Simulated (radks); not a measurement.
Initial-state core-level shifts of the rhodium ion Rh+ when its valence configuration changes from [Kr] 4d8. Calculated with a radial shooting solver on a logarithmic mesh with Libxc functionals: Dirac Kohn-Sham, PBE, spin-unpolarised, spherical densities, finite nucleus; open shells are shared between the two j in proportion to 2j + 1; Fermi nuclear charge, rms radius 4.4945 fm. Shifts are changes of the shell-averaged eigenvalues in eV (positive: less bound); the change of the density at the nucleus, which sets a Mossbauer isomer shift, is in e/bohr^3, on a base of 1.21e+05.

| valence | 2p | 3s | 4s | 4p | density at nucleus |
|---|---|---|---|---|---|
| 4d7 5s1 | -4.414 | -4.352 | -4.022 | -3.848 | +22.86 |
| 4d7.5 5s0.5 | -2.136 | -2.111 | -1.964 | -1.882 | +10.74 |
| 4d7 5p1 | -5.785 | -5.744 | -5.436 | -5.261 | +2.58 |
| 4d5 5s2 5p1 | -16.114 | -15.783 | -14.268 | -13.632 | +62.58 |
| 4d5.5 5s2 5p0.5 | -12.696 | -12.452 | -11.310 | -10.805 | +56.88 |
| 4d6 5s2 | -9.363 | -9.189 | -8.363 | -7.980 | +51.46 |
| 4d7.5 5p0.5 | -2.833 | -2.819 | -2.689 | -2.608 | +1.14 |
| 4d6 5p2 | -12.004 | -11.867 | -11.050 | -10.651 | +6.27 |
| 4d4.5 5s2 5p1.5 | -19.614 | -19.178 | -17.233 | -16.458 | +68.55 |
